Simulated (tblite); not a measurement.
Compound: C6H5FNO (doublet state).
Geometry (GFN2-xTB, Å), atoms numbered from 1 in this order:
```
atom  x, y, z in Å
N1     0.0377    3.4365   -0.1373
C2     0.0252    2.3394    0.1784
C3     0.0091    0.9435    0.5614
C4     1.3500    0.3369    0.5301
C5     1.6801   -0.8335    0.0712
O6     0.7256   -1.7309   -0.4329
C7    -0.5787   -1.3508   -0.2559
F8    -0.9833   -1.6844    1.0288
C9    -0.8493    0.1417   -0.4559
H10   -0.4203    0.8707    1.5702
H11    2.6677   -1.2574    0.0297
H12   -1.1876   -1.9690   -0.9308
H13   -1.9095    0.3459   -0.3039
H14   -0.5675    0.4109   -1.4752
```

Method: GFN2-xTB as coded in tblite; computed harmonic values from a numerical Hessian at the method's own geometry, unscaled. Against measured fundamentals such values can be off by several per cent, at times by over 20. One conformer, not necessarily the lowest. Open shells enter through the occupations alone, without spin polarisation, and single modes of such species can be off by tens of per cent.

Harmonic wavenumbers (cm⁻¹): 79.6, 129.3, 150.9, 213.0, 326.5, 360.0, 398.4, 490.0, 517.2, 564.8, 623.9, 763.2, 805.4, 859.7, 906.2, 932.3, 951.1, 999.5, 1023.1, 1062.1, 1101.8, 1135.6, 1191.0, 1209.8, 1225.2, 1256.3, 1285.1, 1293.1, 1437.0, 1741.1, 2413.1, 2894.7, 2912.3, 3000.6, 3001.3, 3120.9.

A = 3510, B = 1207, C = 1032 MHz; mass 126.036 u (most abundant isotopes); point group C1, symmetry number 1; spin multiplicity 2.

Q: What is the zero-point energy?

A: ½Σν̃ = 21188 cm⁻¹ = 60.58 kcal/mol.

Q: Give the ideal-gas entropy at 200 K and 1 bar in the rigid-rotor, harmonic-oscillator model (classical rotation).

A: Translation 38.45, rotation 27.50, vibration 11.33, spin (R ln 2) 1.38: S = 78.7 cal/(mol K).

Q: And Cp and H(200 K) − H(0)?

A: Cp = 22.55 cal/(mol K), of which vibrations give 14.60 (their classical limit is 36 R = 71.5); H(200 K) − H(0) = 2.93 kcal/mol without the zero-point energy, 1.34 from vibrations.

Q: Which modes carry the vibrational entropy at 200 K?

A: 79.6 cm⁻¹: 3.12; 129.3 cm⁻¹: 2.20; 150.9 cm⁻¹: 1.92; 213.0 cm⁻¹: 1.32; 326.5 cm⁻¹: 0.69; 360.0 cm⁻¹: 0.57 cal/(mol K); the other 30 give 1.51 together.

Q: What must be added to the electronic energy to get the Gibbs energy at 200 K and 1 bar?

A: ZPE + [H(200 K) − H(0)] − T·S = 60.58 + 2.93 − 15.73 = 47.78 kcal/mol.

Q: How do the functions run with temperature in this model?

A: 
```tsv
T (K)	S (cal/(mol K))	Cp (cal/(mol K))	H − H(0) (kcal/mol)	G − H(0) (kcal/mol)	ln q(vib)
100	66.1	14.7	1.08	-5.53	0.74
300	89.4	31.0	5.61	-21.21	4.07
500	108.8	45.4	13.34	-41.07	7.79
800	133.2	58.0	29.06	-77.52	13.34
1000	146.7	63.1	41.20	-105.55	16.80
```

q(vib) and H(0) count from the zero-point level.

Hindered rotation and anharmonicity are outside this model. Other conformers, if any are populated, would add a mixing term that is left out. The structure is chiral; the term R ln 2 for an equal mix with its mirror image is left out.

The run took 0.42 s on one thread, Arm Neoverse V1 (aarch64), no GPU, shared host with 64 logical CPUs at a one-minute load of 37. This covers the Hessian and the dipole derivatives.
